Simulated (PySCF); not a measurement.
C5H12B2O.
InChI=1S/C5H12B2O/c6-8-7-5-3-1-2-4-5/h5,7H,1-4,6H2

A linear-response calculation (PySCF, def2-SVPD basis, gas phase, vertical, core orbitals frozen in the response) gave these numbers; the functional is withheld.

Orbital energies (eV): HOMO-3 -11.06, HOMO-2 -10.72, HOMO-1 -10.47, HOMO -10.09, LUMO 1.23, LUMO+1 1.57, LUMO+2 1.94.

```tsv
state	E (eV)	f	main configurations (H = HOMO, L = LUMO)
S1	6.15	0.0000	H-1→L (85%)
S2	6.36	0.0016	H→L+1 (89%)
S3	7.43	0.217	H→L (94%)
S4	7.81	0.210	H-1→L+1 (87%)
S5	8.02	0.039	H-3→L+1 (64%), H-2→L+1 (17%)
S6	8.18	0.0054	H→L+2 (83%)
```

Triplets, Tamm–Dancoff:

```json
{"state": "T1", "E (eV)": "5.69", "λ (nm)": "218.0", "main configurations (H = HOMO, L = LUMO)": "H-1→L (86%)"}
{"state": "T2", "E (eV)": "5.94", "λ (nm)": "208.8", "main configurations (H = HOMO, L = LUMO)": "H→L+1 (90%)"}
{"state": "T3", "E (eV)": "6.59", "λ (nm)": "188.0", "main configurations (H = HOMO, L = LUMO)": "H→L (76%), H-7→L (10%)"}
{"state": "T4", "E (eV)": "7.02", "λ (nm)": "176.6", "main configurations (H = HOMO, L = LUMO)": "H-1→L+1 (83%)"}
```

Vertical ionisation energy by ΔSCF with the same functional: 10.21 eV. Mean static polarisability: 89.9 au.

**Question.** Name the functional.
A. wB97X-D
B. PBE0
C. HF
D. PBE

**Answer.** A. wB97X-D is range-separated, 22% exact exchange at short range and 100% at long range (ω = 0.2 bohr⁻¹). In this run −ε(HOMO) = 10.09 eV differs from the ΔSCF value by -0.12 eV, and S1 differs from the orbital gap of 11.31 eV by -5.16 eV. The ratio −ε(HOMO)/IP is 0.99. Small neutral molecules mostly give 0.89 to 0.99 with wB97X-D, 0.5 to 0.7 with PBE, 0.7 to 0.83 with PBE0; Hartree–Fock can't fall below 1, since the ion's relaxation only lowers the ΔSCF value.

The calculation used TDDFT wB97X-D/def2-SVPD, vertical, gas phase, core orbitals frozen in the response in PySCF 2.14.0, density-fitted response routines. The structure is a single PBE0-D3(BJ)/def2-SVP conformer in the gas phase; no vibrational or solvent corrections.
